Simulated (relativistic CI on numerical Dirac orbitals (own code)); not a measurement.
## Cr6+ in a cubic cluster: 3p photoemission with charge transfer

Computed with a charge-transfer multiplet model of a cubic metal-ligand cluster with up to 2 ligand holes, Slater and spin-orbit integrals from Dirac-Coulomb-Breit ions, Slater integrals scaled by 0.8. The ground state mixes d0 with configurations of k ligand holes L, whose averages lie at kΔ + k(k − 1)U_dd/2; a core hole lowers each added d electron by U_cd. 300 K, Lorentzian 0.9 eV and Gaussian 0.8 eV FWHM.

Atomic integrals in eV (Slater integrals scaled, ζ unscaled), ground: F2dd 9.377, F4dd 5.906, zeta_d 0.039; with the core hole: F2dd 9.377, F4dd 5.906, zeta_d 0.049, zeta_core 0.825, F2cd 10.869, G1cd 13.178, G3cd 8.245. Where a configuration has fewer than two d electrons, the dd integrals are those of d2.

Cluster parameters (eV): Δ = -0.3, U_cd = 7.7, 10Dq = 1.05, 10Dq(ligand) = 0.4, V(eg) = 4.1, V(t2g) = -2.02, final-state hopping factor = 1.

```csv
Case,n_d,d0,d1L,d2L2,S
U_dd = 5.3 eV,0.99,0.23,0.54,0.23,0.00
U_dd = 6 eV,0.98,0.24,0.54,0.22,0.00
U_dd = 6.7 eV,0.96,0.25,0.55,0.21,0.00
```

Weights, n_d and S are thermal averages at 300 K. Binding energies count from the first peak over 30 % of the highest in each spectrum, which can be another peak from case to case. The parameters are a model scan and need not match a compound or its usual spin state. Peaks in eV (height, largest 100):
- U_dd = 5.3 eV: 0.0 (100), 3.8 (11), 7.1 (6), 18.7 (11)
- U_dd = 6 eV: 0.0 (100), 3.9 (10), 7.3 (6), 18.7 (10)
- U_dd = 6.7 eV: 0.0 (100), 4.0 (10), 7.5 (6), 18.8 (10)

Curve for U_dd = 6 eV (points under 2 left out, the grid thinned):

| E (eV) | Intensity |
| --- | --- |
| -4.0 | 2.1 |
| -3.6 | 2.6 |
| -3.2 | 3.2 |
| -2.8 | 4.2 |
| -2.4 | 5.7 |
| -1.9 | 9.1 |
| -1.5 | 14.7 |
| -1.1 | 27.2 |
| -0.7 | 54.0 |
| -0.3 | 88.9 |
| 0.1 | 99.0 |
| 0.5 | 83.0 |
| 0.9 | 66.7 |
| 1.3 | 46.3 |
| 1.8 | 22.5 |
| 2.2 | 13.2 |
| 2.6 | 9.5 |
| 3.0 | 8.5 |
| 3.4 | 9.1 |
| 3.8 | 10.0 |
| 4.2 | 9.7 |
| 4.6 | 8.1 |
| 5.0 | 7.1 |
| 5.5 | 6.8 |
| 5.9 | 6.0 |
| 6.3 | 5.2 |
| 6.7 | 5.4 |
| 7.1 | 6.1 |
| 7.5 | 6.1 |
| 7.9 | 5.4 |
| 8.3 | 4.2 |
| 8.8 | 2.9 |
| 9.2 | 2.2 |
| 16.9 | 2.4 |
| 17.3 | 3.4 |
| 17.7 | 5.1 |
| 18.1 | 7.6 |
| 18.5 | 9.9 |
| 18.9 | 10.2 |
| 19.3 | 8.1 |
| 19.8 | 5.3 |
| 20.2 | 3.9 |
| 20.6 | 2.8 |
| 21.0 | 2.0 |
| 22.3 | 2.0 |

A d0 ion has no d-d gap: its lowest excitations are ligand-to-metal charge transfer. With the core hole the average of the configuration with one ligand hole lies at Δ − U_cd = -8.0 eV before mixing: the effective hopping of about 8.9 eV (from the holes of the mixed ground state) is comparable with this gap or larger, so the configurations mix strongly.

With at most 2 ligand holes the space is cut while the next configuration still counts, so covalency is underestimated, and a final configuration with one more ligand hole, which can lie low, is missing from the spectra.
